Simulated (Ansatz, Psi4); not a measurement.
Conformational energy of C8H6O2, SMILES c1coc(-c2ccco2)c1. Scanned: dihedral O3–C4–C5–O9; all other coordinates were relaxed at B3LYP-D3(BJ)/def2-SVP. Points at φ and −φ are mirror images. Heavy atoms are numbered in the order of the SMILES c1coc(-c2ccco2)c1, hydrogens after them in the order of the atoms that carry them; the mirror image has the same energies with the sign of each dihedral reversed.

PBE/def2-TZVP // B3LYP-D3(BJ)/def2-SVP (Psi4); B3LYP/def2-TZVP // B3LYP-D3(BJ)/def2-SVP (Psi4); M06-2X/def2-TZVP // B3LYP-D3(BJ)/def2-SVP (Psi4); CCSD(T)/cc-pVDZ = CCSD(T) on RHF/cc-pVDZ, frozen core // B3LYP-D3(BJ)/def2-SVP in Ansatz (a quantum-chemistry and plane-wave program).

Cost and agreement with CCSD(T)/cc-pVDZ over the 12 points of the scan, with CCSD(T)/cc-pVDZ as yardstick. Costs are rough ratios of core time within Psi4 on shared cores, each with its mean field (Kohn-Sham runs search longer for lower solutions than correlated ones do); the miss is the largest difference from CCSD(T) of the profile after the mean shift, in kcal/mol.

Q: Which is the cheapest of these levels that stays within 0.63 kcal/mol of CCSD(T)/cc-pVDZ?

A: M06-2X/def2-TZVP.

Q: Which of them comes closest to CCSD(T)/cc-pVDZ within 2 times the cost of the cheapest?

A: B3LYP/def2-TZVP, 0.7 kcal/mol off at most.

```tsv
level	relative cost	largest difference
PBE/def2-TZVP	1	0.8
B3LYP/def2-TZVP	1	0.7
M06-2X/def2-TZVP	5	0.6
```

Costs within a factor of two of each other count as equal.
